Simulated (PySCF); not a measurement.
Computed with PBE-D3(BJ)/def2-TZVP // B3LYP-D3(BJ)/def2-SVP (PySCF 2.14.0). Isolated molecules, 0 K electronic values unless said otherwise. Excitations are Tamm–Dancoff values on a coarser integration grid. The basis has no diffuse functions, so Rydberg states are missing or too high.

Reference species (SMILES): `CC1=C[Si@@H](C)C(C)=C1C` (neutral, multiplicity 1).

```
Item                                           Result
-------------------------------------------  --------
dipole moment                                  0.99 D
T1 excitation (TDA)                           2.63 eV
brightest of the four lowest singlets (TDA)   4.17 eV
LUMO                                         -1.87 eV
```

After one change: the dipole moment drops by 0.43 D; the T1 excitation (TDA) falls by 0.04 eV; the brightest of the four lowest singlets (TDA) decreases by 0.05 eV; the LUMO rises by 0.04 eV.

Problem. What was changed between the two runs? The new species is one of these.
A. `CC1=C(C)C(C)=C(C)[SiH2]1`
B. `CC1=CC(C)=C(C)[Si@@H]1C`
C. `CC1=C[Si](C)(C)C=C1C`

Solution. B, `CC1=CC(C)=C(C)[Si@@H]1C`
